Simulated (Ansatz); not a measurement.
`[NH2][GaH][SiH3]` + NH₃ → `[NH2][GaH][NH2]` + SiH₄ at 700 K and 1 bar (cleavage of the Ga–Si bond).

Program: Ansatz. Geometries: PBE0-D4/def2-TZVP. ΔE: electronic, gas phase. CBS: MP2 limit from def2 TZ/QZ plus the TZ coupled-cluster correction, frozen cores. This one scheme is used for every species. For Ga outer-core shells are correlated without core-valence functions, which leaves a few kJ/mol of doubt a bond. Scalar relativity is left out up to krypton. Each species was taken in one conformer, which may not be the lowest.

```
           species  CCSD(T)/CBS energy (Eh)  H − E (kJ/mol)  S (J/(mol·K))
`[NH2][GaH][SiH3]`              -2271.34304           221.3          447.0
               NH₃                -56.50880           116.9          226.5
 `[NH2][GaH][NH2]`              -2036.39598           214.2          417.8
              SiH₄               -291.46306           115.5          252.9
```

H − E and S are ideal-gas, rigid-rotor, harmonic terms from PBE0-D4/def2-TZVP, for one conformer and one mirror image of each species. 1 Eh = 2625.50 kJ/mol, R = 8.31446 J/(mol·K).

**Question.** By hand: ΔE, ΔH, ΔS and ΔG.

**Answer.** ΔE = (-2036.39598) + (-291.46306) − (-2271.34304) − (-56.50880) = -0.00720 Eh = -18.9 kJ/mol. Δ(H − E) = 214.2 + 115.5 − 221.3 − 116.9 = -8.5, so ΔH = -27.4 kJ/mol. ΔS = 417.8 + 252.9 − 447.0 − 226.5 = -2.8 J/(mol·K). ΔG = -27.4 − 700 × (-2.8)/1000 = -25.4 kJ/mol.

**Question.** By hand: the equilibrium constant, and the temperature at which ΔG would vanish if ΔH and ΔS stayed fixed.

**Answer.** log₁₀ K = −ΔG/(RT ln 10) = 1.9. ΔG = 0 at ΔH/ΔS = 9786 K, far beyond where these terms or the molecules hold.

The number of gas molecules stays the same, so ΔS is small and ΔH decides. A doubt of 5 kJ/mol in ΔE shifts log₁₀ K by 0.4 here. Other conformers and mirror images would add mixing entropy, several J/(mol·K) or more a flexible species. Modes under 60 cm⁻¹, often nearly free rotors, make the harmonic entropy too high. These are equilibria of isolated gas molecules and say nothing of rates. Largest T1 diagnostic: 0.015 (customary marks: 0.02 for closed shells, 0.045 for open ones).
